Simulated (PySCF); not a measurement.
Species: 3-aminophenol, C6H7NO.
SMILES with atom numbers: `[NH2:1][c:2]1[cH:3][cH:4][cH:5][c:6]([OH:7])[cH:8]1` (hydrogens: H9, H10 on N1; H11 on C3; H12 on C4; H13 on C5; H14 on O7; H15 on C8)

Level: PBE0/def2-SVPD in PySCF, non-relativistic, on one gas-phase PBE0-D3(BJ)/def2-SVP geometry that isn't relaxed in the solvent. The solvent is an IEF-PCM continuum (Bondi radii, 1.10 Å for H, scaled by 1.2), and excitations are vertical TDDFT with non-equilibrium linear response and a frozen core. The model holds no explicit solvent molecules, cavitation or dispersion.

Gas-phase singlets (H = HOMO, L = LUMO):

| state | E (eV) | λ (nm) | f | leading configuration |
| --- | --- | --- | --- | --- |
| S1 | 4.857 | 255 | 0.034 | H→L 78% |
| S2 | 5.444 | 228 | 0.020 | H→L+2 49% |
| S3 | 5.570 | 223 | 0.045 | H→L+2 42% |
| S4 | 5.712 | 217 | 0.007 | H→L+3 76% |
| S5 | 6.101 | 203 | 0.204 | H-1→L 44% |

Problem. Give the list for benzene (ε = 2.271), n² = 2.25.

Solution. 
```tsv
state	E (eV)	λ (nm)	f	leading configuration	change by rank (eV)
S1	4.814	258	0.061	H→L 82%	-0.043
S2	5.481	226	0.129	H→L+1 70%	+0.037
S3	5.619	221	0.008	H→L+2 84%	+0.049
S4	5.877	211	0.005	H→L+3 78%	+0.165
S5	5.991	207	0.343	H-1→L 60%	-0.110
```

Problem. Give the list for dichloromethane (ε = 8.93), n² = 2.03.

Solution. 
```tsv
state	E (eV)	λ (nm)	f	leading configuration	change by rank (eV)
S1	4.801	258	0.059	H→L 83%	-0.056
S2	5.500	225	0.134	H→L+1 71%	+0.056
S3	5.712	217	0.002	H→L+2 88%	+0.142
S4	6.003	207	0.319	H-1→L 63%	+0.291
S5	6.066	204	0.017	H→L+3 79%	-0.035
```

Problem. The ground-state energy changes by -0.350 eV from gas to dichloromethane. By how much does the total energy of gas-phase S1 change?

Solution. E(S1) = E(S0) + excitation energy, so it changes by -0.350 − 0.056 = -0.406 eV: it is lowered more than the ground state, which is what a red shift means. This is the vertical state, with the slow part of the continuum still set for S0.

Problem. How do the frontier levels move from gas to dichloromethane?

Solution. 
```csv
orbital,gas (eV),solvent (eV),change (eV),"Löwdin shares, gas","Löwdin shares, solvent"
LUMO+2,0.65,0.90,+0.25,"O7 31 %, H14 21 %, H13 12 %, C5 10 %","O7 25 %, H14 12 %, C5 11 %, C6 10 %"
LUMO+1,0.45,0.41,-0.04,"C6 19 %, C2 19 %, C3 13 %, C5 12 %","C2 20 %, C6 20 %, C5 14 %, C3 13 %"
LUMO,0.05,-0.03,-0.08,"C4 25 %, C8 17 %, C3 11 %, C5 11 %","C4 25 %, C8 17 %, C3 12 %, C5 11 %"
HOMO,-5.88,-5.91,-0.03,"N1 22 %, C5 21 %, C3 17 %, C2 12 %","N1 24 %, C5 20 %, C3 16 %, C2 12 %"
HOMO-1,-6.57,-6.67,-0.10,"C8 29 %, C6 14 %, O7 14 %, C4 12 %","C8 28 %, O7 15 %, C6 14 %, C4 12 %"
HOMO-2,-8.61,-8.66,-0.05,"C4 22 %, N1 21 %, C5 18 %, O7 10 %","N1 22 %, C4 21 %, C5 18 %, O7 9 %"
HOMO-3,-9.66,-9.66,0.00,"O7 14 %, C5 13 %, C4 12 %, C6 12 %","C5 13 %, C4 13 %, O7 13 %, C6 12 %"
```

The HOMO–LUMO gap goes from 5.93 to 5.88 eV. Rows go by rank; for LUMO+1 and LUMO+2 the atom shares or the degeneracy differ between the runs, so the row needn't follow one orbital.

The run took about 70 s of CPU time (one thread, shared machine). This is the whole response run at PBE0/def2-SVPD in dichloromethane, SCF included.

Shape of the structure used: `[NH2:1][c:2]1[cH:3][cH:4][cH:5][c:6]([OH:7])[cH:8]1`: H–N1–C2–C3 22°, H–N1–C2–C3 161°, H–O7–C6–C5 0°.
